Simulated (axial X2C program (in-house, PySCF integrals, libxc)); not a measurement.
**CrTe: from the spin-free to the two-component result**

All values were computed with an axial X2C code built on PySCF integrals. Spin-free means the one-electron spin-free X2C Hamiltonian; two-component (2c) means X2C with spin–orbit coupling and atomic mean-field two-electron Coulomb and Gaunt terms, so the difference of the two also holds small scalar two-electron terms. Basis: Te dyall-cv3z [11s12p8d4f1g], Cr dyall-cv3z [9s10p6d3f2g] (cores contracted in-house); Gaussian nuclei, density fitting, unrestricted open shells. Masses: Te 129.906 u, Cr 51.941 u.

Spin-free state: M_S = 2, Λ = 1 (beyond evenly filled blocks: σα, π+α, δ+α, δ-α); fragments Te + Cr.

| level | Re (Å) | ωe (cm⁻¹) | De (eV) | μ (D) |
| --- | --- | --- | --- | --- |
| PBE0 | 2.497 | 244.6 | 2.202 | 5.09 |
| CCSD | 2.565 | 223.2 | 1.944 | n/a |
| CCSD(T) | 2.543 | 227.3 | 2.056 | n/a |
| BLYP | 2.467 | 261.3 | 2.636 | 4.26 |

Correlated methods: 12 electrons correlated (number of frozen shells: Te 4 s, 3 p, 2 d; Cr 3 s, 2 p), 312 virtual spin orbitals or spinors in MP2, 90 natural virtuals in coupled cluster.

Dipoles are positive if Cr is the positive end.

Two-component determinant lowest at the distance of the search:

Ω = 1 (⟨Sz⟩ = 2.00, ⟨Lz⟩ = -1.00 at HF); fragments Te + Cr.

```csv
level,Re (Å),ωe (cm⁻¹),De (eV),μ (D)
PBE0,2.513,239.0,2.133,4.94
CCSD,2.577,221.6,1.842,n/a
CCSD(T),2.557,225.2,1.944,n/a
BLYP,2.483,253.3,2.474,4.10
```

From the two tables, how do the constants change at the CCSD(T) level (2c against spin-free)?

At the CCSD(T) level Re increases by 0.014 Å and ωe decreases by 2.1 cm⁻¹; De changes by -0.112 eV.

Occupations by symmetry block were frozen at the best pattern of an incomplete PBE0 search. De is counted from the lowest determinant-based energies of the atoms at the same level, without counterpoise correction. Density functionals use the spin component along the axis (collinear). CCSD and (T) use frozen natural virtuals with an MP2 correction for the truncation; (T) itself is uncorrected, so its De runs slightly low. PBE0 can misorder states that lie within some tenths of an eV, so this need not be the ground state of the molecule. The nearest other spin-free determinant of the search, M_S = 3, Λ = 1, lies 0.41 eV up at the distance of the search. The functionals have no current-density term, which raises determinants with orbital currents, atoms included. With several unpaired electrons one determinant need not be a pure state. Open-shell Ω = 0 determinants with evenly filled partner blocks cannot be reached by this program, so the Ω shown need not be the lowest component. The determinant is spin-polarised beyond a pure state at some levels (its spin-free form has ⟨S²⟩ too high), which makes Re and μ there less reliable. With the outer-core shells frozen, correlated bond lengths of heavy atoms tend to come out a few hundredths of an ångström too long.
